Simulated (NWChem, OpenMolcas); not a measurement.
## How basis sets differ on InHCl (SMILES [Cl][InH])

InHCl: 3 atoms, total charge 0, spin state doublet. SMILES: `[Cl][InH]`. The shape is that of a PBE0-D4/def2-TZVP optimisation.

```xyz
3

Cl   -1.6498    0.3968   -0.8674
In    0.4095    0.5424    0.2861
H     1.2294   -1.0039    0.5681
```

Each level gives the dipole moment (D). The values are calculated.

| level | kind | program | value (D) | CPU time |
| --- | --- | --- | --- | --- |
| ROHF/ANO-R0 (sfX2C) | Hartree–Fock | OpenMolcas | 2.86 | 6.9 s |
| ROHF/ANO-RCC-MB (DKH2) | Hartree–Fock | OpenMolcas | 3.74 | 7.8 s |
| ROHF/STO-3G (RICD fitting) | Hartree–Fock | OpenMolcas | 4.19 | 5.8 s |
| UHF/STO-3G | Hartree–Fock | OpenMolcas | 4.17 | 2.2 s |
| UHF/3-21G | Hartree–Fock | OpenMolcas | 4.20 | 2.5 s |
| UHF/def2-SVP (core potential) | Hartree–Fock | NWChem | 3.06 | 8 s |
| UHF/def2-TZVP (core potential) | Hartree–Fock | NWChem | 3.11 | 37 s |
| UHF/def2-TZVPP (core potential) | Hartree–Fock | OpenMolcas | 3.11 | 16 s |

All-electron rows without a relativistic Hamiltonian named are non-relativistic, while core potentials hold scalar relativity, so basis and relativity change together. The values span 2.86 to 4.20 D. Magnitudes only. Sets without polarisation functions give poor dipoles. Without the sets that lack polarisation functions the rows with a basis span only 3.06 to 3.11 D. CPU times are rough (shared hosts, several kinds of processor and program).
